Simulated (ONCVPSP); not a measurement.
**Pseudopotential generation for Sn (Z = 50): ONCV, PBE, fully relativistic.**

```
Element                 : tin
Generator               : ONCVPSP 4.0.1
Type                    : optimised norm-conserving Vanderbilt (ONCV)
Functional              : PBE
Relativity              : fully relativistic
Frozen core             : [Ar] 3d10
Valence charge          : 22
Reference configuration : 4s2 4p6 4d10 5s1.5 5p2.5
Partial waves           : 4s+5s: rc 1.40 bohr, ncon 3, nbas 7, qcut 9.6 1/bohr, 2 projectors; 4p+5p: rc 1.50 bohr, ncon 3, nbas 7, qcut 7.1 1/bohr, 3 projectors, debl 3.9 Ha; 4d: rc 1.35 bohr, ncon 3, nbas 7, qcut 13.7 1/bohr, 2 projectors, debl 2.7 Ha
Local potential         : polynomial inside 0.90 bohr (lpopt 1, dvloc0 -1 Ha)
Core correction         : Teter function fitted to the true core (icmod 2), fcfact 0.2
```

Open shells are filled in proportion to 2j + 1.

All-electron outer shells of the reference configuration (PBE, scalar-relativistic, ld1.x):

```
shell  level (eV)  outermost node (bohr)  outermost maximum (bohr)
   3p     -699.60                   0.14                      0.30
   3d     -474.21                      –                      0.25
   4s     -134.72                   0.40                      0.74
   4p      -90.48                   0.41                      0.79
   4d      -26.59                   0.39                      0.88
   5s      -10.99                   0.98                      2.01
   5p       -4.01                   1.09                      2.52
```

Does the generator finish with these settings?

Yes, a potential is produced and its reference levels are reproduced.

Estimate the cutoffs (Ha) at which the residual kinetic energy of the hardest occupied pseudo-wave falls to 1 and 0.1 mHa per electron.

45 Ha and 53 Ha.

What does a ghost test show?

No bound ghost flagged; no localised positive-energy state flagged.

Which valence shell sets the plane-wave cutoff?

4d: 45 Ha for 1 mHa per electron, against 31 Ha for 4s.

Tests: 4s2 4p6 4d10 5s2 5p2; 4s2 4p6 4d10 5s2 5p1; 4s2 4p6 4d10 5s2 5p0; 4s2 4p6 4d9 5s2 5p3. Which has the largest error in its energy relative to the reference configuration, and how large is it?

4s2 4p6 4d9 5s2 5p3, with +5.0 meV (all-electron minus pseudo) on +20.98 eV.
